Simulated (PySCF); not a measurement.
Isomers of C7H12NP, mass 141.071 u with the commonest isotopes. Method: PBE0/pcSseg-1 in PySCF (dipole) on a GFN2-xTB geometry, gas phase. One conformer each, none proved a minimum here; rigid rotors.

Question: Order these by out-of-plane moment Σ m c² = (Ia + Ib − Ic)/2, smallest first.
A. `[CH2:1]=[CH:2][C:3]1=[CH:4][P@:5]1(=[NH:6])[CH:7]([CH3:8])[CH3:9]` with C1–C2–C3–C4 -172°, C4–P5–C7–C8 96°
B. `[N:1]#[C:2][CH2:3][P:4]1[CH2:5][CH2:6][CH2:7][CH2:8][CH2:9]1` with C2–C3–P4–C5 -48°, C3–P4–C5–C6 161°, P4–C5–C6–C7 -66°, C5–C6–C7–C8 63°, C6–C7–C8–C9 -63°
C. `[CH3:1][N:2]=[P:3]1([CH3:4])[CH:5]=[CH:6][CH2:7][CH:8]=[CH:9]1` with N2–P3–C5–C6 -130°, C5–C6–C7–C8 28°, C6–C7–C8–C9 -25°, N2–P3–C9–C8 144°

Answer: A (85.35 u·Å²), C (87.79 u·Å²), B (112.56 u·Å²).

Question: Order these by dipole moment, largest first.
A. `[N:1]#[C:2][CH2:3][P:4]1[CH2:5][CH2:6][CH2:7][CH2:8][CH2:9]1` with C2–C3–P4–C5 -48°, C3–P4–C5–C6 161°, P4–C5–C6–C7 -66°, C5–C6–C7–C8 63°, C6–C7–C8–C9 -63°
B. `[CH2:1]=[CH:2][C:3]1=[CH:4][P@:5]1(=[NH:6])[CH:7]([CH3:8])[CH3:9]` with C1–C2–C3–C4 -172°, C4–P5–C7–C8 96°
C. `[CH3:1][N:2]=[P:3]1([CH3:4])[CH:5]=[CH:6][CH2:7][CH:8]=[CH:9]1` with N2–P3–C5–C6 -130°, C5–C6–C7–C8 28°, C6–C7–C8–C9 -25°, N2–P3–C9–C8 144°

Answer: C (3.72 D), B (2.91 D), A (2.64 D).

Question: Order these by rotational constant C, smallest first.
A. `[CH2:1]=[CH:2][C:3]1=[CH:4][P@:5]1(=[NH:6])[CH:7]([CH3:8])[CH3:9]` with C1–C2–C3–C4 -172°, C4–P5–C7–C8 96°
B. `[N:1]#[C:2][CH2:3][P:4]1[CH2:5][CH2:6][CH2:7][CH2:8][CH2:9]1` with C2–C3–P4–C5 -48°, C3–P4–C5–C6 161°, P4–C5–C6–C7 -66°, C5–C6–C7–C8 63°, C6–C7–C8–C9 -63°
C. `[CH3:1][N:2]=[P:3]1([CH3:4])[CH:5]=[CH:6][CH2:7][CH:8]=[CH:9]1` with N2–P3–C5–C6 -130°, C5–C6–C7–C8 28°, C6–C7–C8–C9 -25°, N2–P3–C9–C8 144°

Answer: A (834.8 MHz), C (949.5 MHz), B (977.4 MHz).

```csv
SMILES,point group,Ia (u·Å²),Ib (u·Å²),Ic (u·Å²),κ,μa (D),μb (D),μc (D)
N#CCP1CCCCC1,Cs,234.13,508.08,517.09,-0.97,1.51,2.17,0.02
CN=P1(C)C=CCC=C1,C1,200.16,507.68,532.26,-0.94,3.00,1.09,1.92
C=CC1=C[P@]1(=N)C(C)C,C1,227.79,548.26,605.36,-0.87,2.02,0.50,2.03
```
